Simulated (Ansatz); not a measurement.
Stepwise reaction of `C[O][In]([SH])[O]C` with hydrogen sulfide, as a gas-phase model of exchange steps in deposition or etching. ΔE in kJ/mol; ΔG adds harmonic PBE0-D4 terms to CCSD(T)/CBS, at 1 bar.

Program: Ansatz. Geometries: PBE0-D4/def2-TZVP. ΔE: electronic, gas phase. CCSD(T)/CBS adds triple-zeta CCSD(T) − MP2 to the extrapolated MP2 energy (def2 sets, frozen cores). This one scheme is used for every species. Functionals use def2-TZVPP. B3LYP here is the variant with VWN-RPA as its local correlation; programs differ in this. Elements past krypton have def2 core potentials. For In outer-core shells are correlated without core-valence functions, which leaves a few kJ/mol of doubt a bond. One conformer a species, not always the lowest.

```tsv
step	reaction	PBE-D4	B3LYP-D4	ωB97M-V	CCSD(T)/CBS	ΔG(600 K)
2	`C[O][In]([SH])[SH]` + H₂S → `[SH][In]([SH])[SH]` + CH₃OH	-67.5	-66.3	-68.6	-64.8	-50.6
```

**Question.** Give the row of step 1, `C[O][In]([SH])[O]C` + H₂S → `C[O][In]([SH])[SH]` + CH₃OH. (Estimate.)

**Answer.** The calculation gave: 
| step | reaction | PBE-D4 | B3LYP-D4 | ωB97M-V | CCSD(T)/CBS | ΔG(600 K) |
| --- | --- | --- | --- | --- | --- | --- |
| 1 | `C[O][In]([SH])[O]C` + H₂S → `C[O][In]([SH])[SH]` + CH₃OH | -74.2 | -71.8 | -74.7 | -70.9 | -57.3 |

**Question.** By hand: ΔE of the 2 steps together at CCSD(T)/CBS.

**Answer.** (-70.9) + (-64.8) = -135.7 kJ/mol, or -67.8 kJ/mol a step.

In ΔE each step is higher than the one before. All are downhill at CCSD(T)/CBS. ΔG lies between -57.3 and -50.6 kJ/mol a step. PBE-D4 differs from CCSD(T)/CBS by -3.3 to -2.7 kJ/mol a step. Isolated molecules leave out the surface, adducts and barriers. Largest T1 diagnostic: 0.016.
